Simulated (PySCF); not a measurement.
Simulation results for BCl2H2Si, AlBCl2H, BFH4Si2, BFH2NSi and others

All values are calculated (PySCF 2.14.0). Calculation on a computer-drawn molecule: the log of a Hartree-Fock and frozen-core CCSD(T) single point meant for a local Hartree-Fock minimum, with one planted fault or none, to be diagnosed. Offsets are logged minus clean, where the clean run is the same molecule without the fault. The reference is restricted for singlets and unrestricted otherwise, and also for a bond in bohr or an excited solution. Adding or removing an electron swaps singlet and doublet. The excited solution moves the top pair (singlet) or top alpha electron (doublet) to the lowest empty orbital. Highest occupied and lowest empty are orbital energies over both spins, largest force is the largest gradient component, triples share is (T) over the correlation energy, the T1 limit is 0.02 restricted and 0.045 unrestricted, electrons count all cores, a negative frequency is imaginary (commonest isotopes), and the dipole is about the centre of nuclear charge.

Common to all runs: logged SCF converged yes; possible faults no fault, one electron removed, one electron added, multiplicity raised by two, geometry at a saddle point, SCF held on an excited solution, minimal basis STO-3G, one bond length entered in bohr, all coordinates scaled.

(1) 
```xyz
6
formula=BCl2H2Si meant_charge=0 meant_multiplicity=2 meant_basis=cc-pV(D+d)Z logged_electrons=55 logged_basis_functions=93 logged_spin_squared=0.7711 logged_highest_occupied=-8.9916 logged_lowest_empty=0.28821 logged_largest_force=0.012298 logged_T1_diagnostic=0.01834 logged_D1_diagnostic=0.081646 logged_triples_share=0.027644 logged_CC_converged=yes logged_dipole_magnitude=0.64294 logged_SCF_stable_within_its_kind=yes logged_energy_HF=-1233.83763 logged_energy_CCSD(T)=-1234.33511 planted_fault=all_coordinates_scaled,by_-1.4_% HF_energy_offset_from_clean_run=0.7198 CCSD(T)_energy_offset_from_clean_run=0.8172
Cl    -1.3200     2.9940     2.0947
B     -0.9090     1.3802     1.5953
Si    -1.6472     0.6938    -0.1056
Cl    -1.5396    -1.3408    -0.2957
H     -0.1305     0.7880     2.2460
H     -2.9887     1.1167    -0.4746
```

Units: logged_highest_occupied, logged_lowest_empty in eV; logged_largest_force in hartree/bohr; logged_dipole_magnitude in debye; logged_energy_HF, logged_energy_CCSD(T) in hartree; HF_energy_offset_from_clean_run, CCSD(T)_energy_offset_from_clean_run in kcal/mol.

Drawn bonds:
```
atom  other atom  order
   1           2      1
   2           3      1
   3           4      1
   2           5      1
   3           6      1
```

(2) 
```xyz
5
formula=AlBCl2H meant_charge=1 meant_multiplicity=1 meant_basis=cc-pV(D+d)Z logged_electrons=52 logged_basis_functions=88 logged_spin_squared=0 logged_highest_occupied=-11.783 logged_lowest_empty=-9.9421 logged_largest_force=0.050734 logged_CC_converged=no logged_dipole_magnitude=1.7888 logged_SCF_stable_within_its_kind=no logged_energy_HF=-1185.66612 planted_fault=SCF_held_on_an_excited_solution HF_energy_offset_from_clean_run=220.3
Cl    -2.8993    -2.2668    -0.9318
B     -2.4387    -0.6617    -1.2952
Al    -0.2904    -0.2375    -1.3486
Cl     1.6993     0.1301    -1.3934
H     -3.1942     0.2238    -1.5172
```

Units: logged_highest_occupied, logged_lowest_empty in eV; logged_largest_force in hartree/bohr; logged_dipole_magnitude in debye; logged_energy_HF in hartree; HF_energy_offset_from_clean_run in kcal/mol.

Drawn bonds:
```
atom  other atom  order
   1           2      1
   2           3      1
   3           4      1
   2           5      1
```

Notes: CCSD not converged.

(3) 
```xyz
8
formula=BFH4Si2 meant_charge=0 meant_multiplicity=1 meant_basis=cc-pV(D+d)Z logged_electrons=46 logged_basis_functions=94 logged_spin_squared=0 logged_highest_occupied=-8.71 logged_lowest_empty=0.13667 logged_largest_force=1.771e-05 logged_lowest_frequency=70.831 logged_T1_diagnostic=0.017338 logged_D1_diagnostic=0.054962 logged_triples_share=0.025633 logged_CC_converged=yes logged_dipole_magnitude=0.41555 logged_SCF_stable_within_its_kind=yes logged_energy_HF=-704.2865 logged_energy_CCSD(T)=-704.80385 planted_fault=no_fault HF_energy_offset_from_clean_run=0 CCSD(T)_energy_offset_from_clean_run=0
F     -1.8349     0.5811     0.7702
B     -2.2158    -0.4643     0.0165
Si    -3.3795    -0.2084    -1.6552
Si    -1.5301    -2.3244     0.6106
H     -4.6349    -0.5113    -0.8555
H     -1.9578    -2.6095     2.0028
H     -0.0478    -2.3754     0.5401
H     -2.0737    -3.3872    -0.2744
```

Units: logged_highest_occupied, logged_lowest_empty in eV; logged_largest_force in hartree/bohr; logged_lowest_frequency in cm⁻¹; logged_dipole_magnitude in debye; logged_energy_HF, logged_energy_CCSD(T) in hartree; HF_energy_offset_from_clean_run, CCSD(T)_energy_offset_from_clean_run in kcal/mol.

Drawn bonds:
```
atom  other atom  order
   1           2      1
   2           3      1
   2           4      1
   3           5      1
   4           6      1
   4           7      1
   4           8      1
```

(4) 
```xyz
6
formula=BFH2NSi meant_charge=0 meant_multiplicity=2 meant_basis=cc-pV(D+d)Z logged_electrons=37 logged_basis_functions=26 logged_spin_squared=0.7564 logged_highest_occupied=-5.7122 logged_lowest_empty=6.1244 logged_largest_force=0.068159 logged_T1_diagnostic=0.01657 logged_D1_diagnostic=0.057289 logged_triples_share=0.048451 logged_CC_converged=yes logged_dipole_magnitude=0.90699 logged_SCF_stable_within_its_kind=yes logged_energy_HF=-462.94507 logged_energy_CCSD(T)=-463.14181 planted_fault=minimal_basis_STO-3G HF_energy_offset_from_clean_run=3629 CCSD(T)_energy_offset_from_clean_run=3843
F     -1.2170    -1.4402    -2.3570
B     -0.6652    -1.3247    -1.2000
N     -0.1406    -1.2103    -0.0797
Si     0.7146    -1.1014     1.3885
H      0.1446    -2.0279     2.3960
H      0.6808     0.2855     1.9118
```

Units: logged_highest_occupied, logged_lowest_empty in eV; logged_largest_force in hartree/bohr; logged_dipole_magnitude in debye; logged_energy_HF, logged_energy_CCSD(T) in hartree; HF_energy_offset_from_clean_run, CCSD(T)_energy_offset_from_clean_run in kcal/mol.

Drawn bonds:
```
atom  other atom  order
   1           2      1
   2           3      2
   3           4      1
   4           5      1
   4           6      1
```

(5) 
```xyz
8
formula=CH4BFSi meant_charge=0 meant_multiplicity=1 meant_basis=cc-pV(D+d)Z logged_electrons=38 logged_basis_functions=85 logged_spin_squared=2.0049 logged_highest_occupied=-8.0839 logged_lowest_empty=0.075237 logged_largest_force=0.033346 logged_T1_diagnostic=0.016545 logged_D1_diagnostic=0.061877 logged_triples_share=0.025372 logged_CC_converged=yes logged_dipole_magnitude=1.8056 logged_SCF_stable_within_its_kind=yes logged_energy_HF=-453.23642 logged_energy_CCSD(T)=-453.76549 planted_fault=multiplicity_raised_by_two HF_energy_offset_from_clean_run=17.1 CCSD(T)_energy_offset_from_clean_run=31.34
F     -0.5513    -2.5719     1.0093
B     -0.4390    -1.3675     0.4381
C     -0.3654    -0.1005     1.3330
Si     1.4338     0.4346     1.7411
H     -0.3536    -1.3478    -0.7578
H     -0.9473    -0.1655     2.2546
H     -0.7006     0.7776     0.7550
H      2.0006     0.1872     0.3516
```

Units: logged_highest_occupied, logged_lowest_empty in eV; logged_largest_force in hartree/bohr; logged_dipole_magnitude in debye; logged_energy_HF, logged_energy_CCSD(T) in hartree; HF_energy_offset_from_clean_run, CCSD(T)_energy_offset_from_clean_run in kcal/mol.

Drawn bonds:
```
atom  other atom  order
   1           2      1
   2           3      1
   3           4      1
   2           5      1
   3           6      1
   3           7      1
   4           8      1
```

(6) 
```xyz
8
formula=CH4BFSi meant_charge=0 meant_multiplicity=1 meant_basis=cc-pV(D+d)Z logged_electrons=38 logged_basis_functions=85 logged_spin_squared=0 logged_highest_occupied=-8.8676 logged_lowest_empty=0.60827 logged_largest_force=0.022197 logged_T1_diagnostic=0.014534 logged_D1_diagnostic=0.046582 logged_triples_share=0.024916 logged_CC_converged=yes logged_dipole_magnitude=1.4414 logged_SCF_stable_within_its_kind=yes logged_energy_HF=-453.26104 logged_energy_CCSD(T)=-453.81071 planted_fault=all_coordinates_scaled,by_-1.9_% HF_energy_offset_from_clean_run=1.652 CCSD(T)_energy_offset_from_clean_run=2.964
F     -0.5409    -2.5230     0.9902
B     -0.4307    -1.3415     0.4298
C     -0.3584    -0.0986     1.3077
Si     1.4066     0.4263     1.7080
H     -0.3469    -1.3222    -0.7434
H     -0.9293    -0.1624     2.2118
H     -0.6873     0.7628     0.7406
H      1.9626     0.1836     0.3449
```

Units: logged_highest_occupied, logged_lowest_empty in eV; logged_largest_force in hartree/bohr; logged_dipole_magnitude in debye; logged_energy_HF, logged_energy_CCSD(T) in hartree; HF_energy_offset_from_clean_run, CCSD(T)_energy_offset_from_clean_run in kcal/mol.

Drawn bonds:
```
atom  other atom  order
   1           2      1
   2           3      1
   3           4      1
   2           5      1
   3           6      1
   3           7      1
   4           8      1
```

(7) 
```xyz
8
formula=BFH4NSi meant_charge=1 meant_multiplicity=1 meant_basis=cc-pV(D+d)Z logged_electrons=37 logged_basis_functions=85 logged_spin_squared=0.7567 logged_highest_occupied=-25.415 logged_lowest_empty=-15.089 logged_largest_force=0.11155 logged_T1_diagnostic=0.023706 logged_D1_diagnostic=0.13383 logged_triples_share=0.021439 logged_CC_converged=yes logged_dipole_magnitude=7.2254 logged_SCF_stable_within_its_kind=yes logged_energy_HF=-469.0752 logged_energy_CCSD(T)=-469.58891 planted_fault=one_electron_removed HF_energy_offset_from_clean_run=383.8 CCSD(T)_energy_offset_from_clean_run=412.2
F      0.9175    -1.0173     2.6494
B     -0.3297    -0.6302     2.8131
N     -1.2458    -0.9936     1.7240
Si    -0.8557    -1.8227     0.3525
H     -0.7057    -0.0323     3.7616
H     -2.2020    -0.6968     1.8494
H     -1.9195    -2.0827    -0.6088
H      0.5148    -2.2638     0.1441
```

Units: logged_highest_occupied, logged_lowest_empty in eV; logged_largest_force in hartree/bohr; logged_dipole_magnitude in debye; logged_energy_HF, logged_energy_CCSD(T) in hartree; HF_energy_offset_from_clean_run, CCSD(T)_energy_offset_from_clean_run in kcal/mol.

Drawn bonds:
```
atom  other atom  order
   1           2      1
   2           3      1
   3           4      1
   2           5      1
   3           6      1
   4           7      1
   4           8      1
```

(8) 
```xyz
8
formula=BFH4NSi meant_charge=1 meant_multiplicity=1 meant_basis=cc-pV(D+d)Z logged_electrons=38 logged_basis_functions=28 logged_spin_squared=0 logged_highest_occupied=-16.703 logged_lowest_empty=-2.035 logged_largest_force=0.026049 logged_T1_diagnostic=0.027399 logged_D1_diagnostic=0.10861 logged_triples_share=0.043463 logged_CC_converged=yes logged_dipole_magnitude=5.2346 logged_SCF_stable_within_its_kind=yes logged_energy_HF=-464.00258 logged_energy_CCSD(T)=-464.20472 planted_fault=minimal_basis_STO-3G HF_energy_offset_from_clean_run=3567 CCSD(T)_energy_offset_from_clean_run=3791
F      0.9175    -1.0173     2.6494
B     -0.3297    -0.6302     2.8131
N     -1.2458    -0.9936     1.7240
Si    -0.8557    -1.8227     0.3525
H     -0.7057    -0.0323     3.7616
H     -2.2020    -0.6968     1.8494
H     -1.9195    -2.0827    -0.6088
H      0.5148    -2.2638     0.1441
```

Units: logged_highest_occupied, logged_lowest_empty in eV; logged_largest_force in hartree/bohr; logged_dipole_magnitude in debye; logged_energy_HF, logged_energy_CCSD(T) in hartree; HF_energy_offset_from_clean_run, CCSD(T)_energy_offset_from_clean_run in kcal/mol.

Drawn bonds:
```
atom  other atom  order
   1           2      1
   2           3      1
   3           4      1
   2           5      1
   3           6      1
   4           7      1
   4           8      1
```

Notes: T1 above single-reference limit.

(9) 
```xyz
7
formula=BFH3OSi meant_charge=-1 meant_multiplicity=1 meant_basis=aug-cc-pV(D+d)Z logged_electrons=40 logged_basis_functions=128 logged_spin_squared=0 logged_highest_occupied=-0.34131 logged_lowest_empty=3.7206 logged_largest_force=4.33e-05 logged_lowest_frequency=-1202.4 logged_T1_diagnostic=0.018531 logged_D1_diagnostic=0.066259 logged_triples_share=0.030505 logged_CC_converged=yes logged_dipole_magnitude=5.7192 logged_SCF_stable_within_its_kind=yes logged_energy_HF=-489.74574 logged_energy_CCSD(T)=-490.40521 planted_fault=geometry_at_a_saddle_point HF_energy_offset_from_clean_run=46.3 CCSD(T)_energy_offset_from_clean_run=41.87
F     -2.4359     0.8822     0.0000
B     -1.3392     0.0735     0.0000
O     -0.1510     0.6131     0.0000
Si     1.4599    -0.0178     0.0000
H     -1.5805    -1.1037     0.0000
H      2.4750     1.0253     0.0000
H      1.5717    -1.4727     0.0000
```

Units: logged_highest_occupied, logged_lowest_empty in eV; logged_largest_force in hartree/bohr; logged_lowest_frequency in cm⁻¹; logged_dipole_magnitude in debye; logged_energy_HF, logged_energy_CCSD(T) in hartree; HF_energy_offset_from_clean_run, CCSD(T)_energy_offset_from_clean_run in kcal/mol.

Drawn bonds:
```
atom  other atom  order
   1           2      1
   2           3      1
   3           4      1
   2           5      1
   4           6      1
   4           7      1
```

(10) 
```xyz
7
formula=BFH3OSi meant_charge=-1 meant_multiplicity=1 meant_basis=aug-cc-pV(D+d)Z logged_electrons=39 logged_basis_functions=128 logged_spin_squared=0.7548 logged_highest_occupied=-11.417 logged_lowest_empty=-0.56176 logged_largest_force=0.068627 logged_T1_diagnostic=0.017071 logged_D1_diagnostic=0.053586 logged_triples_share=0.02765 logged_CC_converged=yes logged_dipole_magnitude=4.0059 logged_SCF_stable_within_its_kind=yes logged_energy_HF=-489.76966 logged_energy_CCSD(T)=-490.38648 planted_fault=one_electron_removed HF_energy_offset_from_clean_run=31.28 CCSD(T)_energy_offset_from_clean_run=53.63
F     -1.7145     0.3714     1.3357
B     -1.0620    -0.0464     0.2029
O     -0.1209    -0.9414     0.2932
Si     0.9195    -1.6993    -0.9719
H     -1.4485     0.4857    -0.8053
H     -0.1969    -2.0458    -1.9766
H      1.3359    -0.4054    -1.6988
```

Units: logged_highest_occupied, logged_lowest_empty in eV; logged_largest_force in hartree/bohr; logged_dipole_magnitude in debye; logged_energy_HF, logged_energy_CCSD(T) in hartree; HF_energy_offset_from_clean_run, CCSD(T)_energy_offset_from_clean_run in kcal/mol.

Drawn bonds:
```
atom  other atom  order
   1           2      1
   2           3      1
   3           4      1
   2           5      1
   4           6      1
   4           7      1
```
